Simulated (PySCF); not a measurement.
**Stretching PbS**

Set-up: Pb def2-SVPD with ECP60, S def2-SVPD; scalar-relativistic core potentials (PySCF 2.14). Energies in eV from Pb + S in their ground configurations at the same level. All curves are PBE0. state 1: ¹Σ⁺ (singlet), closed shell; state 2: triplet, unpaired electrons π ↑↑, a mixture of terms (⟨Lz²⟩ = 2.0), a second solution, started from another occupation; state 3: ⁵Π (quintet), unpaired electrons σ ↑, π ↑↑↑, a second solution, started from another occupation.

| R (Å) | state 1 | state 2 | state 3 |
| --- | --- | --- | --- |
| 1.996 | -2.930 | 0.916 | 4.0584 |
| 2.089 | -3.813 | -0.423 | 2.7838 |
| 2.182 | -4.296 | -1.342 | 1.8913 |
| 2.251 | -4.467 | -1.823 | 1.4049 |
| 2.321 | -4.512 | -2.164 | 1.0371 |
| 2.391 | -4.462 | -2.394 | 0.7599 |
| 2.483 | -4.285 | -2.567 | 0.4946 |
| 2.599 | -3.945 | -2.625 | 0.2805 |
| 2.739 | -3.436 | -2.540 | 0.1319 |
| 2.925 | -2.691 | -2.278 | 0.0364 |

Q: Put a parabola through the three lowest points of the state 1 curve and estimate Re, k and ωe (reduced mass 27.71 u; 1 eV/Å² = 0.16022 mdyn/Å; ωe = 1302.8·√(k/μ) cm⁻¹).

A: Through R = 2.251, 2.321, 2.391 Å the second-order coefficient is 9.69 eV/Å², so Re ≈ 2.319 Å, k ≈ 3.11 mdyn/Å and ωe ≈ 436 cm⁻¹. A polynomial fit of higher order to the unrounded PBE0 energies gives Re = 2.316 Å, k = 3.20 mdyn/Å, ωe = 443 cm⁻¹; anharmonicity and rounding make the difference.

The higher-order fit for each curve: state 1: Re = 2.316 Å, ωe = 443 cm⁻¹, De = 4.51 eV; state 2: Re = 2.589 Å, ωe = 299 cm⁻¹, minimum 2.63 eV below the ground-state fragments; state 3: Re = 3.365 Å, ωe = 45.0 cm⁻¹, minimum 0.011 eV below the ground-state fragments.

These are scalar-relativistic numbers at best; spin–orbit coupling would shift them, the dissociation energy most. Counting both spins, an empty level lies below a filled one in some of these solutions, because spin and occupation are held.
